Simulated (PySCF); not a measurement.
**Pt+: fine-structure interval**

Pt+ [Xe] 4f14 5d9 [5d3/2^4 5d5/2^5, M_J = 5/2] → Pt+ [Xe] 4f14 5d9 [5d3/2^3 5d5/2^6, M_J = 3/2], as a difference of total energies. Computed with PySCF 2.14 in x2c-QZVPPall-2c (16s16p12d7f2g, 191 functions), with the two-component X2C-1e Hamiltonian. Correlated levels: [Kr] 4d10 4f14 frozen; the 58 highest virtual spinors dropped. "Screened" scales the spin-orbit matrix elements by Boettger's factors to mimic the two-electron term; Breit and QED terms are absent.

```tsv
method	fine-structure interval (cm⁻¹)
GHF (screened spin-orbit)	10883
GMP2 (screened spin-orbit)	11668
GHF (bare spin-orbit)	12717
```

The determinant of the lower state mixes levels of different J (the jj label is only the starting occupation), so the difference between spin-free and spin-orbit rows is not the physical spin-orbit shift.
